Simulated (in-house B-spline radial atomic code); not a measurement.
## Eu III (Eu2+): [Xe] 4f7

Method: Dirac-Kohn-Sham AM05, spherical fractional occupations, Fermi nucleus of rms radius 5.1115 fm. Calculated with a B-spline radial code for spherical atoms.

Z_r = [3n² - l(l+1)]/(2<r>); Z_e = n√(-2ε); the last column is Slater's effective charge. Values are occupation-weighted means over j. An effective charge above Z reflects the relativistic contraction of the inner shells.

| shell | electrons | ε (eV) | <r> (bohr) | Z_r | Z_e | Slater |
| --- | --- | --- | --- | --- | --- | --- |
| 1s | 2 | -48284 | 0.02233 | 67.16 | 59.57 | 62.70 |
| 2s | 2 | -7937.5 | 0.09465 | 63.39 | 48.31 | 58.85 |
| 2p | 6 | -7102.1 | 0.08359 | 59.82 | 45.69 | 58.85 |
| 3s | 2 | -1756.6 | 0.2494 | 54.13 | 34.09 | 51.75 |
| 3p | 6 | -1493.8 | 0.2476 | 50.49 | 31.43 | 51.75 |
| 3d | 10 | -1129.3 | 0.226 | 46.45 | 27.33 | 41.85 |
| 4s | 2 | -358.96 | 0.5663 | 42.38 | 20.55 | 35.25 |
| 4p | 6 | -271.96 | 0.5991 | 38.39 | 17.88 | 35.25 |
| 4d | 10 | -147.79 | 0.6549 | 32.07 | 13.18 | 23.85 |
| 5s | 2 | -58.167 | 1.379 | 27.19 | 10.34 | 11.30 |
| 5p | 6 | -37.396 | 1.613 | 22.62 | 8.29 | 11.30 |
| 4f | 7 | -16.167 | 0.9545 | 18.86 | 4.36 | 14.90 |

The least bound orbital is 4f7/2 at -15.9 eV, while the most diffuse is 5p3/2 (<r> = 1.645 bohr against 0.9616 bohr): energy order and size order differ.

Spin-orbit splittings of the orbital energies (j = l + 1/2 above j = l - 1/2 when positive): 2p 647.1 eV, 3p 131.9 eV, 3d 28.73 eV, 4p 29.22 eV, 4d 5.241 eV, 5p 3.875 eV, 4f 0.6224 eV.

For the 1s electron the small component carries 5.49 % of the norm, the zero-frequency Breit interaction raises the level by 143.1 eV, self-energy by 85.34 eV, and vacuum polarisation lowers it by 13.7 eV.

The density falls to 0.001 bohr⁻³ at 3.485 bohr; Σ<r²> = 40.045 bohr² gives, by the non-relativistic formula and without the paramagnetism of open shells, a Langevin diamagnetic susceptibility of -31.72×10⁻⁶ cm³/mol.
